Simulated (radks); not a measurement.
Question: Isoelectronic series with 40 electrons, each ion in its NIST ground configuration. All-electron calculation, Dirac Kohn-Sham, PBE, spin-unpolarised, spherical densities, point nucleus; open shells are shared between the two j in proportion to 2j + 1. Program: a radial shooting solver on a logarithmic mesh with Libxc functionals. Total energies (hartree) and mean radii <r> (bohr):

ion    configuration  E (hartree)   4d5/2   4d3/2
Zr      [Kr] 4d2 5s2  -3598.95598   2.310   2.281
Rh5+        [Kr] 4d4  -4778.81534   1.259   1.250
Cs15+       [Kr] 4d4   -7708.3220  0.7349  0.7285
Nd20+       [Kr] 4d4   -9468.1437  0.6170  0.6108
Tb25+       [Kr] 4d4  -11434.0388  0.5332  0.5271
Yb30+       [Kr] 4d4  -13614.9325  0.4701  0.4639
Re35+       [Kr] 4d4  -16021.6140  0.4207  0.4144

Estimate the row of Sn10+ ([Kr] 4d4).

Answer: E (hartree) -6147.20349; 4d5/2 0.9172; 4d3/2 0.9102.
